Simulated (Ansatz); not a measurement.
Job for Ansatz (a program for electronic structure): R-CCSD(T)/cc-pV(D+d)Z on C3H8S2 (SMILES CSCSC). Files ending in .json are basis or fitting sets from the Basis Set Exchange.

Ansatz 0.2 input:
```yaml
crystal:
  periodic: [false, false, false]
  atoms:
    - {symbol: C, position_ang: [-2.41766978, -0.29557978, 0.24715302]}
    - {symbol: S, position_ang: [-1.67942035, 1.34703686, 0.03910904]}
    - {symbol: C, position_ang: [0.05537497, 0.95168901, 0.33834565]}
    - {symbol: S, position_ang: [0.78851774, 0.00746080, -1.03993333]}
    - {symbol: C, position_ang: [2.33063355, -0.52335587, -0.24448260]}
    - {symbol: H, position_ang: [-3.48112653, -0.18952905, 0.03891063]}
    - {symbol: H, position_ang: [-2.28800236, -0.65255445, 1.26898796]}
    - {symbol: H, position_ang: [-1.98116721, -1.00374077, -0.45429712]}
    - {symbol: H, position_ang: [0.56812050, 1.90607732, 0.45670795]}
    - {symbol: H, position_ang: [0.15628198, 0.38061300, 1.26297070]}
    - {symbol: H, position_ang: [2.94781294, 0.33113961, 0.03324330]}
    - {symbol: H, position_ang: [2.12901738, -1.13507260, 0.63538687]}
    - {symbol: H, position_ang: [2.87162715, -1.12418407, -0.97432925]}
basis:
  gaussian:
    orbitals: cc-pV_D+d_Z.json
magnetization: {spin_polarized: false}
correlation: {method: ccsd_t, electrons: outside_noble_gas}
scf: {lower_state_search: off}
```

The head of its log:

```
WARN ansatz: RAYON_NUM_THREADS=6 ignored (pool sized by the plan → 6); use --threads N
Functional definition: HF
these checks for a lower state are left out or cut short: stability, starts, cluster_reference, orbital_swaps, neighbouring_geometries, increment
integrals: 0.25 GiB planned
1197 factors; integrals over basis functions are off by at most 9.9e-4 eV
mean field: 0.58 GiB planned
mean field evaluation 1: about -24850.7430 eV, gradient 2.4e1 eV
mean field evaluation 2: about -24850.8884 eV, gradient 2.4e1 eV
mean field evaluation 4: about -24852.8369 eV, gradient 3.1e0 eV
mean field evaluation 8: about -24852.8679 eV, gradient 1.6e-1 eV
mean field -24852.86802664 eV, -913.3260541000 hartree, gradient 7.5e-6 eV, S^2 0.000000; 0 other end points of the search recorded, 0 dependent functions left out
13 core orbitals not correlated
reference -24852.86802664 eV, -913.3260541000 hartree; 16, 16 occupied and 99, 99 virtual orbitals, 1197 factors
```

Question: What total energy does the run end on?

Answer: -914.1272 hartree (reference determinant -913.3261, T1 diagnostic 0.009).
